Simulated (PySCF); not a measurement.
ClH6NSSi2, SMILES [SiH2](Cl)S[SiH2]N.

The structure is a stationary point at B3LYP-D3(BJ)/def2-SVP. The structure was generated by enumeration, and PubChem lists no compound with its InChIKey, so it may never have been made. One conformer was computed; it need not be the lowest.

Level of theory: TDDFT-PBE/def2-SVPD in PySCF.

Vertical excitations. 

Computed excitation energies, oscillator strengths and character:
```csv
state,energy (eV),λ (nm),f,main pairs
S1,5.28,235,0.015,HOMO→LUMO 94 %
S2,5.38,230,0.011,HOMO→LUMO+1 94 %
S3,5.71,217,0.009,HOMO−1→LUMO 94 %
S4,5.82,213,0.024,HOMO−1→LUMO+1 92 %
S5,5.90,210,0.015,HOMO→LUMO+2 94 %
S6,6.06,205,0.027,HOMO→LUMO+3 86 %
S7,6.32,196,0.023,HOMO−1→LUMO+2 80 %
S8,6.40,194,0.009,"HOMO→LUMO+4 67 %, HOMO−2→LUMO 14 %"
S9,6.50,191,0.010,"HOMO−1→LUMO+3 54 %, HOMO−2→LUMO+1 36 %"
S10,6.54,190,0.003,"HOMO−2→LUMO 39 %, HOMO−2→LUMO+1 28 %, HOMO−1→LUMO+3 21 %"
T1,5.07,245,0,HOMO→LUMO 98 %
T2,5.13,242,0,HOMO→LUMO+1 98 %
T3,5.52,225,0,"HOMO−1→LUMO+1 48 %, HOMO−1→LUMO 33 %, HOMO→LUMO+2 18 %"
T4,5.56,223,0,"HOMO−1→LUMO 55 %, HOMO−1→LUMO+1 40 %"
```
Triplets are in the Tamm–Dancoff approximation, which puts them higher than full response would, so one can lie above its singlet here.
